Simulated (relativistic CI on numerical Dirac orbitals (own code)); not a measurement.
Calculated at this level of theory: Dirac-Coulomb-Breit CI, KLI orbitals optimised for each configuration, model QED (radiative potential, 1s self-energy scaled to tabulated hydrogen-like ionisation energies), valence Slater integrals scaled by 0.85, P86 correlation energy added to each configuration (own radial code, finite nucleus).

Configurations in the expansion (outside the closed core 1s2): 2s2.2p2, 2s.2p3, 2s2.2p.3s, 2s2.2p.3p, 2s2.2p.3d, 2p4, 2s2.2p.4s, 2s2.2p.4p, 2s2.2p.4d, 2s2.2p.4f, 2s2.2p.5s, 2s2.3s2, 2s2.2p.5p, 2s2.2p.5d, 2s2.2p.5f, 2s2.2p.5g, 2s2.3s.3p, 2s.2p2.3s, 2s2.3s.3d, 2s2.3p2, 2p3.3s, 2s2.3p.3d, 2s.2p2.3p. Levels of other configurations are missing.

Correlation outside the listed configurations is missing or only estimated: errors of thousands of cm⁻¹ between configurations and terms are usual at this charge. Rates and lifetimes follow the computed energies and can be off by large factors. The fine structure of a lone outer electron comes out too small, for d and f at times inverted, and misplaced configurations move strength between like terms. 29 of the 39 excited levels that our extract of the measured tables holds in this range could be paired (the sources list more); they are missed by 4030 cm⁻¹ on average and 5583 at most, and levels without a partner can miss by more.

Outline of the computed level scheme of N II. Lowest level of each configuration: 2s2.2p2 3P_0 at 0.0000 eV; 2s.2p3 5S°_2 at 5.7303 eV; 2s2.2p.3s 3P°_0 at 18.0756 eV; 2s2.2p.3p 1P_1 at 21.1013 eV; 2s2.2p.3d 3F°_2 at 23.7144 eV; 2s2.2p.4s 3P°_0 at 25.0332 eV.

Some strong electric-dipole decays among the lowest 45 levels: 2s.2p3 3S°_1 → 2s2.2p2 3P_2 (6.8e+09 s⁻¹); 2s.2p3 1P°_1 → 2s2.2p2 1D_2 (5.4e+09 s⁻¹); 2s2.2p.3d 3D°_3 → 2s2.2p2 3P_2 (4.9e+09 s⁻¹); 2s2.2p.3d 1F°_3 → 2s2.2p2 1D_2 (4.8e+09 s⁻¹); 2s.2p3 1D°_2 → 2s2.2p2 1D_2 (4.7e+09 s⁻¹); 2s.2p3 3S°_1 → 2s2.2p2 3P_1 (4.1e+09 s⁻¹); 2s2.2p.3d 3D°_2 → 2s2.2p2 3P_1 (3.8e+09 s⁻¹); 2s2.2p.3s 1P°_1 → 2s2.2p2 1D_2 (3.5e+09 s⁻¹).

Rates of lines that live on the mixing of spin multiplicities can be off by large factors.
